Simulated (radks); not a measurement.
Ag3+, configuration [Kr] 4d8.

Method: Dirac Kohn-Sham, PBE, spin-unpolarised, spherical densities, point nucleus; open shells fill j = l - 1/2 first; computed with a radial shooting solver on a logarithmic mesh with Libxc functionals.

Energy parts (hartree):
| part | energy |
|---|---|
| total | -5314.83245 |
| kinetic | 5562.50328 |
| electron-nucleus | -12827.32259 |
| Hartree | 2098.19536 |
| exchange-correlation | -148.20850 |

Orbitals (lengths in bohr, moments of r in powers of bohr; r(max) is where P^2 peaks):
orbital,occ.,eigenvalue (hartree),r(max)
1s1/2,2,-931.7779,0.02015
2s1/2,2,-138.3959,0.1141
2p1/2,2,-128.7084,0.08819
2p3/2,4,-122.2654,0.09245
3s1/2,2,-26.55462,0.3328
3p1/2,2,-22.70223,0.3192
3p3/2,4,-21.56485,0.3291
3d3/2,4,-14.74823,0.2722
3d5/2,6,-14.51916,0.2750
4s1/2,2,-4.90870,0.8213
4p1/2,2,-3.68712,0.8573
4p3/2,4,-3.49544,0.8817
4d3/2,4,-1.62029,1.006
4d5/2,4,-1.59571,1.015

The highest occupied level is 4d5/2 at -43.421 eV. Summed over all electrons, <r^2> = 26.09 bohr^2, which gives a Langevin (diamagnetic) susceptibility term of -20.7 x 10^-6 cm^3/mol. For comparison, the ionisation energy in NIST's Atomic Spectra Database is 49 eV (theoretical). In exact Kohn-Sham theory the highest level is minus the ionisation energy, but local and semilocal functionals leave it too shallow, through self-interaction and a potential that decays too fast; potentials with the right tail come closer.

Beside tabulated values, note that spin-unpolarised runs miss the spin-polarisation part of the exchange energy of open shells.
